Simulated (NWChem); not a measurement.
AlH2Br; SMILES [AlH2][Br]

Results from NWChem. The geometry was optimised at B3LYP/6-31G* (spherical d). Ions are spin-unrestricted doublets at the neutral geometry; other ion states weren't tried.

For level PBE0/def2-SVP:

```
Item                                   Value
-------------------------------------  -----
vertical ionisation energy, ΔSCF (eV)  10.51
−ε(HOMO) (eV)                           8.18
```

Question: Estimate the same quantities for level PBE/def2-SVP.

Answer: 
- vertical ionisation energy, ΔSCF (eV) = 10.15
- −ε(HOMO) (eV) = 6.90
